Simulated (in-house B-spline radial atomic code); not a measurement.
How numerical settings move a run on the silicon ion Si²⁺, [Ne] 3s2. Computed with a B-spline radial code for spherical atoms: Dirac-Kohn-Sham BLYP, spherical fractional occupations, Fermi nucleus of rms radius 3.1224 fm.

Command:
```bash
python run_scf.py task.json out
```
Settings of the sound reference run:
```
Z                14
electrons        12
configuration    [Ne] 3s2
hamiltonian      dirac
method           b88,lyp
spin_polarised   False
nucleus          fermi
rms_radius       3.1224
mass_number      28
atomic_mass      27.97693
speed_of_light   137.036
knot_spacing     0.22
spline_order     8
gauss_points     12
box_radius       22.22
max_iterations   70
damping          0.5
damped_steps     3
diis_vectors     10
tolerance        1e-08
start            Thomas-Fermi
```

Time taken, with all properties: 1.2 s on 1 thread of Arm Neoverse N1, on a shared host.

It converges in 8 iterations to -289.136940 hartree, with 3s1/2 at -28.479 eV. The other runs change the listed settings, some to values that make no sense; their results aren't properties of the atom or ion. Radii are in bohr (the nuclear one in fm), a minus after a letter asks for a j subshell, and «unchanged» means within 1e-8 hartree. The run stops when the residual is below 10 × tolerance × max(1, Z/10), or a noise floor if that is larger, and the energy moves by less than 1e-8 × √|E| hartree; so very loose and very tight tolerances often act alike.

```tsv
changed settings	outcome
first_knot = 0.214	converged in 8 iterations, energy +5.60e-01 hartree from the reference, 3s1/2 level -3.8e-02 eV
damping = 0	converged in 9 iterations, energy unchanged, 3s1/2 level +2.5e-06 eV
first_knot = 0.000714	converged in 8 iterations, energy +1.62e-05 hartree from the reference, 3s1/2 level -1.2e-06 eV
box_radius = 0.89	converged in 7 iterations, energy +6.15e+01 hartree from the reference, 3s1/2 level +6.9e+02 eV (the program warns: 3s1/2 has a positive eigenvalue: unbound, held by the box; 2p1/2 has a positive eigenvalue: unbound, held by the box)
spline_order = 10, max_iterations = 3, damped_steps = 1, start = bare nucleus	not converged after 3 iterations, last residual 4.2e-01, last energy +2.48e+00 hartree from the reference
damping = 0.95	converged in 10 iterations, energy unchanged, 3s1/2 level +2.2e-06 eV
first_knot = 0.0214	converged in 8 iterations, energy +2.60e-03 hartree from the reference, 3s1/2 level +1.8e-05 eV
first_knot = 7.14e-06	converged in 9 iterations, energy -7.75e-08 hartree from the reference
damping = 0.8	converged in 9 iterations, energy unchanged, 3s1/2 level +8.9e-07 eV
box_radius = 4.44	converged in 8 iterations, energy +2.17e-02 hartree from the reference, 3s1/2 level +6.3e-01 eV (the program warns: 3s1/2 reaches the box edge)
damping = 0.2	converged in 9 iterations, energy unchanged, 3s1/2 level +4.3e-07 eV
method = hf, speed_of_light = 10.49696	stopped with error: Z/c is past the critical charge
first_knot = 0.0714	converged in 8 iterations, energy +3.94e-02 hartree from the reference, 3s1/2 level -9.6e-04 eV
first_knot = 7.14e-05	converged in 8 iterations, energy -4.14e-08 hartree from the reference, 3s1/2 level -4.6e-06 eV
electrons = 15, configuration = [Ne] 3s2 4s3, max_iterations = 60	stopped with error: shell 4s holds at most 2 electrons
spline_order = 10, max_iterations = 60, damping = 0.8	converged in 9 iterations, energy -1.06e-07 hartree from the reference, 3s1/2 level -5.3e-06 eV
box_radius = 6.67	converged in 8 iterations, energy +1.42e-04 hartree from the reference, 3s1/2 level +7.4e-03 eV (the program warns: 3s1/2 reaches the box edge)
spline_order = 10, first_knot = 0.00714, max_iterations = 12, damping = 0.95	converged in 9 iterations, energy +7.08e-05 hartree from the reference, 3s1/2 level -3.0e-06 eV
```

(1) What happens with spline_order = 7, max_iterations = 12, start = bare nucleus?

(2) What happens with box_radius = 11.11?

(3) What happens with box_radius = 6.67, first_knot = 7.14e-05, max_iterations = 75, damping = 0.95, diis_vectors = 0?

(4) What happens with box_radius = 2.22?

Results:

(1) Converged in 9 iterations, energy -1.07e-07 hartree from the reference, 3s1/2 level -7.0e-06 eV.

(2) Converged in 8 iterations, energy unchanged, 3s1/2 level -3.9e-07 eV.

(3) Not converged after 75 iterations, last residual 3.1e-04, last energy +1.43e-04 hartree from the reference.

(4) Converged in 7 iterations, energy +1.78e+00 hartree from the reference, 3s1/2 level +3.0e+01 eV (the program warns: 3s1/2 has a positive eigenvalue: unbound, held by the box; 2s1/2 reaches the box edge).
